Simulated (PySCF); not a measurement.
Excitation energy of Cs by level of theory

Cs [Xe] 6s1 (2S) → Cs [Xe] 6p1 (2P), as a difference of total energies. Calculation: PySCF 2.14, in x2c-TZVPPall with one added diffuse shell each of s, p, d type (12s8p7d2f1g, 94 functions); the spin-free X2C one-electron Hamiltonian (Gaussian nucleus). Correlated levels: valence and next inner shell: [Kr] 4d10 frozen. The calculations carry no spin-orbit coupling.

```tsv
method	excitation energy (eV)	error (eV)
UHF	1.178	-0.254
MP2 (valence and next inner shell)	1.393	-0.039
SCS-MP2 (valence and next inner shell)	1.349	-0.083
CCSD (valence and next inner shell)	1.385	-0.047
CCSD(T) (valence and next inner shell)	1.403	-0.029
```

Reference: 1.432 eV (measured; NIST levels, between the centres of gravity of the two terms).

Errors of the correlated levels include the incompleteness of this basis and the frozen core.
